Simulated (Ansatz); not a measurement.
System: fluoro selenohypofluorite, SeF₂, charge 0, multiplicity 1. 
Coordinates optimised at B3LYP-D3(BJ)/def2-TZVP (Ansatz, a program for electronic structure):
```xyz
3

Se     0.0193    -0.0172     0.4006
F      0.6474     1.1463    -0.7415
F     -0.7202    -1.0811    -0.7717
```
Charge 0, spin multiplicity 1.

Basis-set convergence of Hartree-Fock and CCSD correlation energies (hartree) with Ansatz. Valence correlation only, unless marked. Spin-orbit coupling is left out. The frozen core is the preceding noble-gas configuration, with the filled d and f shells of earlier blocks. Non-relativistic.

| basis | functions | E(HF) | E(corr, CCSD) |
|---|---|---|---|
| cc-pVDZ | 55 | -2598.63066 | -0.50373 |
| cc-pVTZ | 103 | -2598.79007 | -0.66807 |
| cc-pVQZ | 178 | -2598.81518 | -0.72594 |

Extrapolating the two largest sets (X = 3 and 4) as X^-3: E(corr) = (64·(-0.72594) - 27·(-0.66807))/37 = -0.7682 Eh, an estimate of the basis-set limit. The largest set recovers 94.5 % of it, the smallest 65.6 %.
